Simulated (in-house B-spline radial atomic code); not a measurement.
A fraction x of an electron is removed from 4p in Sr⁴⁺, starting from [Ar] 3d10 4s2 4p4 and keeping the highest spin. Level of theory: scalar-relativistic (X2C) B97-1, spin-polarised, spherical fractional occupations, Fermi nucleus of rms radius 4.224 fm; calculated with a radial B-spline atomic code at the basis-set limit.

Caution: exact exchange at fractional occupations of open shells leaves self-interaction of up to several eV.

```json
{"x": "0", "E(x) - E(0) (eV)": "0.0000", "4p down level (eV)": "-62.670"}
{"x": "0.09", "E(x) - E(0) (eV)": "5.6920", "4p down level (eV)": "-63.819"}
{"x": "0.14", "E(x) - E(0) (eV)": "8.8989", "4p down level (eV)": "-64.460"}
{"x": "0.27", "E(x) - E(0) (eV)": "17.3873", "4p down level (eV)": "-66.131"}
{"x": "0.41", "E(x) - E(0) (eV)": "26.7724", "4p down level (eV)": "-67.944"}
{"x": "0.5", "E(x) - E(0) (eV)": "32.9400", "4p down level (eV)": "-69.116"}
{"x": "0.6", "E(x) - E(0) (eV)": "39.9172", "4p down level (eV)": "-70.428"}
{"x": "0.71", "E(x) - E(0) (eV)": "47.7441", "4p down level (eV)": "-71.883"}
{"x": "0.85", "E(x) - E(0) (eV)": "57.9388", "4p down level (eV)": "-73.759"}
{"x": "0.9", "E(x) - E(0) (eV)": "61.6437", "4p down level (eV)": "-74.437"}
{"x": "1", "E(x) - E(0) (eV)": "69.1556", "4p down level (eV)": "-"}
```

The exact functional would give a straight line between the two integer points. Deviations E(x) - E(0) - x[E(1) - E(0)], in eV: -0.532 at x = 0.09, -0.783 at x = 0.14, -1.285 at x = 0.27, -1.581 at x = 0.41, -1.638 at x = 0.5, -1.576 at x = 0.6, -1.356 at x = 0.71, -0.843 at x = 0.85, -0.596 at x = 0.9.

The curve lies below the straight line by up to 1.638 eV (at x = 0.5): convex, the delocalisation error, to which spherically averaged exact exchange adds.

How well does Slater's transition state (minus the level at half occupation) give the ionisation energy?

It gives 69.116 eV against 69.156 eV from the two total energies; NIST lists 70.70 eV, ground level to ground level. The end point has an open shell averaged over its orbitals, so its exact exchange keeps a self-interaction and this is no true integer point.
